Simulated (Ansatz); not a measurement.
## InHF (SMILES [F][InH]): where methods fail along a bond

InHF has 3 atoms, charge 0, and is taken as a doublet. SMILES: `[F][InH]`. The shape is that of a PBE0-D4/def2-TZVP optimisation.

```xyz
3

F     1.0884    0.9895    0.6943
In   -0.5225    0.3551   -0.2448
H    -0.5769   -1.4094   -0.4628
```

The F1–In2 distance is scanned; the parts on either side stay rigid. Basis STO-3G, 19 core orbitals frozen in the correlated methods; program Ansatz 0.2.0. FCI is exact within this basis and core. Energies in eV from each method's value at 1.970 Å; open shells run as named; a dash marks a point that is missing or didn't converge. The shape above is that at 1.970 Å.

```tsv
distance (Å)	USVWN5	UBLYP	UPBE0	UBHLYP	UHSE06	UBCCD(T)	UCCSDT(Q)	FCI
1.970	0.00	0.00	0.00	0.00	0.00	0.00	0.00	0.00
2.462	2.02	1.81	1.94	1.91	1.93	1.62	1.58	1.57
2.954	4.00	3.59	3.42	2.98	3.42	2.44	2.50	2.47
3.939	5.26	4.61	3.93	3.28	3.94	2.51	2.58	2.55
4.924	5.34	4.67	3.95	3.29	3.96	2.52	–	2.56
```

Departure from the FCI curve at its largest: USVWN5 +2.78 eV at 4.92 Å; UBLYP +2.11 eV at 4.92 Å; UPBE0 +1.39 eV at 4.92 Å; UBHLYP +0.73 eV at 4.92 Å; UHSE06 +1.40 eV at 4.92 Å; UBCCD(T) +0.05 eV at 2.46 Å; UCCSDT(Q) +0.02 eV at 2.95 Å. For the functionals part of the departure is owed to the small basis.
